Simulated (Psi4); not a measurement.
H8Ge3, triplet, at the geometry of the source list (a higher spin typed on purpose: for a closed-shell molecule this is an excited state); HF/STO-3G run with Psi4 1.11.

Psi4 was given this input:
```
memory 2 GB

molecule mol {
0 3
  Ge    1.918200    0.707600    0.011600
  Ge    0.174200   -0.908900   -0.116600
  Ge   -2.040400   -0.049200    0.097700
  H     3.296100    0.131300   -0.142500
  H     1.802800    1.750900   -1.061800
  H     1.950100    1.477000    1.298100
  H     0.399100   -1.988700    0.907400
  H     0.280800   -1.659700   -1.425800
  H    -2.407200    0.862300   -1.036300
  H    -2.259400    0.775000    1.332600
  H    -3.114300   -1.097700    0.135600
}

set basis sto-3g
set reference uhf
set d_convergence 1e-4

energy('scf')
print_variables()
```

What the program printed (banner, timings and long lists left out):

```
   => Loading Basis Set <=

    Name: STO-3G
    Role: ORBITAL
    Keyword: BASIS

         ---------------------------------------------------------
                                   SCF
               by Justin Turney, Rob Parrish, Andy Simmonett
                          and Daniel G. A. Smith
                              UHF Reference
         ---------------------------------------------------------

  ==> Geometry <==

    Molecular point group: c1
    Full point group: C1

    Geometry (in Angstrom), charge = 0, multiplicity = 3:

       Center              X                  Y                   Z               Mass
    ------------   -----------------  -----------------  -----------------  -----------------
         GE           1.901702771058     0.787072666401     0.013915957140    73.921177761000
         GE           0.157702771058    -0.829427333599    -0.114284042860    73.921177761000
         GE          -2.056897228942     0.030272666401     0.100015957140    73.921177761000
         H            3.279602771058     0.210772666401    -0.140184042860     1.007825032230
         H            1.786302771058     1.830372666401    -1.059484042860     1.007825032230
         H            1.933602771058     1.556472666401     1.300415957140     1.007825032230
         H            0.382602771058    -1.909227333599     0.909715957140     1.007825032230
         H            0.264302771058    -1.580227333599    -1.423484042860     1.007825032230
         H           -2.423697228942     0.941772666401    -1.033984042860     1.007825032230
         H           -2.275897228942     0.854472666401     1.334915957140     1.007825032230
         H           -3.130797228942    -1.018227333599     0.137915957140     1.007825032230

  Running in c1 symmetry.

  Rotational constants: A =      0.16505  B =      0.02597  C =      0.02296 [cm^-1]
  Rotational constants: A =   4948.13844  B =    778.54158  C =    688.28047 [MHz]
  Nuclear repulsion =  757.010454132718337

  Charge       = 0
  Multiplicity = 3
  Electrons    = 104
  Nalpha       = 53
  Nbeta        = 51

  ==> Algorithm <==

  SCF Algorithm Type is DF.
  DIIS enabled.
  MOM disabled.
  Fractional occupation disabled.
  Guess Type is SAD.
  Energy threshold   = 1.00e-06
  Density threshold  = 1.00e-04
  Integral threshold = 1.00e-12

  ==> Primary Basis <==

  Basis Set: STO-3G
    Blend: STO-3G
    Number of shells: 32
    Number of basis functions: 62
    Number of Cartesian functions: 65
    Spherical Harmonics?: true
    Max angular momentum: 2

   => Loading Basis Set <=

    Name: (STO-3G AUX)
    Role: JKFIT
    Keyword: DF_BASIS_SCF

  ==> Integral Setup <==

  SCF_SUBTYPE=INCORE selected. In-core MEM_DF algorithm will be used.
  Using in-core AOs.

  ==> MemDFJK: Density-Fitted J/K Matrices <==

    J tasked:                   Yes
    K tasked:                   Yes
    wK tasked:                   No
    Algorithm:                 Core
    Schwarz Cutoff:           1E-12
    Mask sparsity (%):      19.8751
    Fitting Condition:        1E-10

   => Auxiliary Basis Set <=

  Basis Set: (STO-3G AUX)
    Blend: DEF2-UNIVERSAL-JKFIT
    Number of shells: 228
    Number of basis functions: 942
    Number of Cartesian functions: 1273
    Spherical Harmonics?: true
    Max angular momentum: 5

  Minimum eigenvalue in the overlap matrix is 2.5454877900E-01.
  Reciprocal condition number of the overlap matrix is 1.2654502315E-01.
    Using symmetric orthogonalization.

  ==> Pre-Iterations <==

  SCF Guess: Superposition of Atomic Densities via on-the-fly atomic UHF (no occupation information).

   -------------------------
    Irrep   Nso     Nmo
   -------------------------
     A         62      62
   -------------------------
    Total      62      62
   -------------------------

  ==> Iterations <==

                           Total Energy        Delta E     RMS |[F,P]|

   @DF-UHF iter SAD: -6150.97808238007110   -6.15098e+03   0.00000e+00
   @DF-UHF iter   1: -6158.70433756305647   -7.72626e+00   1.64843e-02 ADIIS/DIIS
   @DF-UHF iter   2: -6159.60737970494120   -9.03042e-01   2.67382e-03 ADIIS/DIIS
   @DF-UHF iter   3: -6159.63911768381695   -3.17380e-02   6.71414e-04 ADIIS/DIIS
   @DF-UHF iter   4: -6159.64238027222200   -3.26259e-03   2.31147e-04 ADIIS/DIIS
   @DF-UHF iter   5: -6159.64297237932806   -5.92107e-04   1.10292e-04 ADIIS/DIIS
   @DF-UHF iter   6: -6159.64324071899591   -2.68340e-04   8.25271e-05 DIIS
   @DF-UHF iter   7: -6159.64341753195367   -1.76813e-04   8.77107e-05 DIIS
   @DF-UHF iter   8: -6159.64297606796390    4.41464e-04   6.21228e-05 DIIS
   @DF-UHF iter   9: -6159.64269072815478    2.85340e-04   2.24215e-05 DIIS
   @DF-UHF iter  10: -6159.64268334311691    7.38504e-06   6.21356e-06 DIIS
   @DF-UHF iter  11: -6159.64268317290134    1.70216e-07   1.80847e-06 DIIS
  Energy and wave function converged.

  ==> Post-Iterations <==

   @Spin Contamination Metric:   1.209553692E-02
   @S^2 Expected:                2.000000000E+00
   @S^2 Observed:                2.012095537E+00
   @S   Expected:                1.000000000E+00
   @S   Observed:                1.000000000E+00

    Orbital Energies [Eh]
    ---------------------

    Alpha Occupied:

[...]
    Alpha Virtual:

[...]
    Beta Occupied:

[...]
    Beta Virtual:

[...]
    Final Occupation by Irrep:
              A
    DOCC [    51 ]
    SOCC [     2 ]
    NA   [    53 ]
    NB   [    51 ]

  @DF-UHF Final Energy: -6159.64268317290134

   => Energetics <=

    Nuclear Repulsion Energy =            757.0104541327183370
    One-Electron Energy =              -10161.6170814123433956
    Two-Electron Energy =                3244.9639441067233747
    Total Energy =                      -6159.6426831729022524

  UHF NO Occupations:
  HONO-2 :   51  A 1.9981376
  HONO-1 :   52  A 1.0000000
  HONO-0 :   53  A 1.0000000
  LUNO+0 :   54  A 0.0018624
  LUNO+1 :   55  A 0.0009809
  LUNO+2 :   56  A 0.0007168
  LUNO+3 :   57  A 0.0006361

Computation Completed

Properties will be evaluated at   0.000000,   0.000000,   0.000000 [a0]

Properties computed using the SCF density matrix

 Multipole Moments:

 ------------------------------------------------------------------------------------
     Multipole            Electronic (a.u.)      Nuclear  (a.u.)        Total (a.u.)
 ------------------------------------------------------------------------------------

 L = 1.  Multiply by 2.5417464519 to convert [e a0] to [Debye]
 Dipole X            :          0.2867874           -0.1959869            0.0908005
 Dipole Y            :         -1.2098270            0.9440265           -0.2658005
 Dipole Z            :         -0.0631558            0.0275135           -0.0356423
 Magnitude           :                                                    0.2831343

 ------------------------------------------------------------------------------------

  Variable Map:
  ----------------------------------------------------------------------------
[...]
  Array Variable Map:
  ----------------------------------------------------------------------------
[...]
[...]
```
